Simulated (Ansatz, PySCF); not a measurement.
Gas-phase reaction (SMILES): [AlH2][Cl] + [H][H] (H2) → [AlH3] (AlH3) + Cl (HCl); hydrogen cleaves one Al-Cl bond, a model of a ligand-exchange step.

Structures are relaxed separately at B3LYP-D3(BJ)/def2-TZVP in Ansatz (an electronic-structure program). Correlated levels leave the core frozen unless marked. Spin-orbit coupling is left out. Non-relativistic. Basis-set limits of correlation are two-point, X^-3; Hartree-Fock from the larger set (for Q and 5 zeta extrapolated as (X+1)exp(-9√X)). Thermal terms are rigid-rotor harmonic-oscillator values from B3LYP-D3(BJ) frequencies (Ansatz or PySCF) at 298.15 K and 1 atm. 1 Eh = 627.5095 kcal/mol.

```
species        E, CCSD(T)/CBS(cc-pV(Q+d)Z,cc-pV(5+d)Z) (Ansatz) (Eh)  E, PBE0-D4/def2-TZVPD (Ansatz + dftd4) (Eh)  H - E (Eh)  G - E (Eh)
-------------  -----------------------------------------------------  -------------------------------------------  ----------  ----------
[AlH2][Cl]                                                -703.03884                                   -703.63426     0.01898    -0.00978
[H][H] (H2)                                                 -1.17453                                     -1.16831     0.01336    -0.00144
[AlH3] (AlH3)                                             -243.77576                                   -244.07975     0.02256    -0.00097
Cl (HCl)                                                  -460.37772                                   -460.66608     0.01000    -0.01120
```

**Question.** Work out ΔE and ΔH, ΔG, ΔS and the equilibrium constant at 298.15 K at the first level, then ΔH at the second.

**Answer.** 
1. ΔE = [(-243.77576) + (-460.37772)] - [(-703.03884) + (-1.17453)] = 0.05989 Eh = 37.6 kcal/mol at CCSD(T)/CBS(cc-pV(Q+d)Z,cc-pV(5+d)Z).
2. The terms H - E add up to 0.00022 Eh, so ΔH = (0.05989 + (0.00022))×627.5095 = 37.7 kcal/mol.
3. The terms G - E add up to -0.00095 Eh, so ΔG = 37.0 kcal/mol, and ΔS = (0.00022 - (-0.00095))×627509.5/298.15 = 2.5 cal/(mol K).
4. log10 K = -ΔG/(RT ln 10) = -27.1, with RT ln 10 = 1.3642 kcal/mol.
5. At PBE0-D4/def2-TZVPD the same steps give ΔE = 35.6 and ΔH = 35.7 kcal/mol, a shift of -2.0 from the first level.
6. These values are not checked against measurement here, since the tables used lack a sound gas-phase enthalpy of formation for at least one species.
